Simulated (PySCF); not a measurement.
Species: C5H14SSi.
Bonds: C1–S2, S2–Si3, Si3–C4, C4–C5, C4–C6, C4–C7. Hydrogens: H8, H9, H10 on C1; H11, H12 on Si3; H13, H14, H15 on C5; H16, H17, H18 on C6; H19, H20, H21 on C7.

Level: B3LYP/def2-SVPD in PySCF, non-relativistic, on one gas-phase PBE0-D3(BJ)/def2-SVP geometry that isn't relaxed in the solvent. The solvent is an IEF-PCM continuum (van der Waals radii × 1.2), and excitations are vertical TDDFT with non-equilibrium linear response and a frozen core. Only the electrostatic response of the medium enters.

Gas-phase singlets (H = HOMO, L = LUMO):

```tsv
state	E (eV)	λ (nm)	f	leading configurations
S1	5.274	235	0.003	H→L 97%
S2	5.918	209	0.012	H→L+1 83%, H→L+2 12%
S3	6.207	200	0.009	H→L+2 86%, H→L+1 12%
S4	6.638	187	0.001	H→L+3 80%, H→L+5 11%
S5	6.784	183	0.001	H-1→L 95%
```

Task: Give the list for dichloromethane (ε = 8.93), n² = 2.03.

Result: 
| state | E (eV) | λ (nm) | f | leading configurations | change by rank (eV) |
| --- | --- | --- | --- | --- | --- |
| S1 | 5.402 | 230 | 0.007 | H→L 97% | +0.128 |
| S2 | 5.989 | 207 | 0.022 | H→L+1 92% | +0.071 |
| S3 | 6.366 | 195 | 0.009 | H→L+2 93% | +0.159 |
| S4 | 6.741 | 184 | 0.002 | H-1→L 97% | +0.103 |
| S5 | 6.769 | 183 | 0.000 | H→L+3 83%, H→L+5 9% | -0.015 |

Task: How do the frontier levels move from gas to dichloromethane?

Result: 
```
orbital  gas (eV)  solvent (eV)  change (eV)
 LUMO+2      0.55          0.64        +0.09
 LUMO+1      0.30          0.36        +0.06
   LUMO     -0.14         -0.05        +0.09
   HOMO     -6.52         -6.59        -0.07
 HOMO-1     -7.74         -7.61        +0.13
 HOMO-2     -8.25         -8.27        -0.02
 HOMO-3     -9.20         -9.07        +0.13
```

The HOMO–LUMO gap goes from 6.38 to 6.54 eV.

Shape of the structure used: `[CH3:1][S:2][SiH2:3][C:4]([CH3:5])([CH3:6])[CH3:7]`: C1–S2–Si3–C4 180°, S2–Si3–C4–C5 60°.
